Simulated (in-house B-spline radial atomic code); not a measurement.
Radial electron density of the copper ion Cu⁷⁺, [Ne] 3s2 3p5 3d4 5s1. Method: Dirac-Hartree-Fock, average of configuration, Fermi nucleus of rms radius 3.8823 fm. Calculated with a radial B-spline atomic code at the basis-set limit.

Columns: r (bohr), 4πr²n(r) (electrons per bohr), bar.

```
 0.00234    1.146 #
 0.00288    1.667 ##
 0.00353     2.39 ###
 0.00432    3.388 ####
  0.0053    4.774 #####
  0.0065    6.637 #######
 0.00797    9.081 ##########
 0.00978     12.2 #############
   0.012    16.01 ##################
  0.0147    20.38 ######################
   0.018    25.06 ###########################
  0.0221    29.62 ################################
  0.0271    33.28 ####################################
  0.0332    35.29 #######################################
  0.0408    35.15 ######################################
    0.05       33 ####################################
  0.0613    29.99 #################################
  0.0752     28.1 ###############################
  0.0922    29.16 ################################
   0.113    33.38 ####################################
   0.139    38.49 ##########################################
    0.17    40.24 ############################################
   0.208    36.08 #######################################
   0.256    27.05 ##############################
   0.313    18.93 #####################
   0.384       16 #################
   0.471    17.78 ###################
   0.578     19.1 #####################
   0.709    16.15 ##################
   0.869    10.18 ###########
    1.07    4.655 #####
    1.31    1.613 ##
     1.6   0.3538 
    1.96  0.07353 
    2.41   0.3627 
    2.95   0.5436 #
    3.62   0.3283 
    4.44  0.08666 
    5.45 0.009322 
    6.68 0.0003689 
    8.19 4.408e-06 
      10 1.356e-08
```

On this grid the curve has 4 maxima, near 0.0332, 0.17, 0.578, 2.95 bohr.

The 3p3/2 radial function P(r) = rR(r), positive near the nucleus, with its small component Q(r) (sign convention: Q ≈ (P' + κP/r)/2c):

| r (bohr) | P | Q |
| --- | --- | --- |
| 0.00234 | 0.001613 | -8.549e-05 |
| 0.00353 | 0.003591 | -0.0001903 |
| 0.0053 | 0.007854 | -0.0004159 |
| 0.00797 | 0.01701 | -0.0008998 |
| 0.012 | 0.03621 | -0.001913 |
| 0.018 | 0.07439 | -0.003922 |
| 0.0271 | 0.1472 | -0.007749 |
| 0.0408 | 0.2728 | -0.01437 |
| 0.0613 | 0.4559 | -0.02423 |
| 0.0922 | 0.6508 | -0.03578 |
| 0.139 | 0.7031 | -0.04321 |
| 0.208 | 0.3814 | -0.03784 |
| 0.313 | -0.3938 | -0.01654 |
| 0.471 | -1.175 | 0.008387 |
| 0.709 | -1.25 | 0.01744 |
| 1.07 | -0.6461 | 0.01004 |
| 1.6 | -0.1461 | 0.002326 |
| 2.41 | -0.009332 | 0.0001524 |
